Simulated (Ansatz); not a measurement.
GeSiH4F2 (SMILES F[SiH](F)[GeH3]): the electronic atomisation energy, rung by rung

GeSiH4F2: 8 atoms, total charge 0, spin state singlet. SMILES: `F[SiH](F)[GeH3]`. The shape is that of a PBE0-D4/def2-TZVP optimisation.

Each level gives the electronic atomisation energy (eV). The values are calculated. Electronic energies at fixed atoms, without zero-point motion or spin-orbit coupling.

```json
{"level": "HF/def2-SVP", "kind": "Hartree–Fock", "program": "Ansatz", "value (eV)": "19.77", "less CCSD(T)/def2-SVP": "-5.29"}
{"level": "SVWN5/def2-SVP", "kind": "LDA", "program": "Ansatz", "value (eV)": "30.38", "less CCSD(T)/def2-SVP": "+5.32"}
{"level": "revPBE/def2-SVP", "kind": "GGA", "program": "Ansatz", "value (eV)": "25.69", "less CCSD(T)/def2-SVP": "+0.63"}
{"level": "r2SCAN/def2-SVP", "kind": "meta-GGA", "program": "Ansatz", "value (eV)": "26.71", "less CCSD(T)/def2-SVP": "+1.65"}
{"level": "BHLYP/def2-SVP", "kind": "global hybrid", "program": "Ansatz", "value (eV)": "25.67", "less CCSD(T)/def2-SVP": "+0.61"}
{"level": "wB97X/def2-SVP", "kind": "range-separated hybrid", "program": "Ansatz", "value (eV)": "26.85", "less CCSD(T)/def2-SVP": "+1.79"}
{"level": "RPA@PBE0/def2-SVP", "kind": "RPA", "program": "Ansatz", "value (eV)": "24.49", "less CCSD(T)/def2-SVP": "-0.57"}
{"level": "CCSD(T)/def2-SVP", "kind": "coupled cluster or CI", "program": "Ansatz", "value (eV)": "25.06", "less CCSD(T)/def2-SVP": "0.00"}
```

Differences are taken from CCSD(T)/def2-SVP for orientation; it has basis-set and higher-order errors of its own. All-electron rows without a relativistic Hamiltonian named are non-relativistic. Correlated wave functions underbind in double-zeta sets. The values span 19.77 to 30.38 eV. In the correlated wave-function rows the outer d shell of Ge is correlated, in sets not made for it.
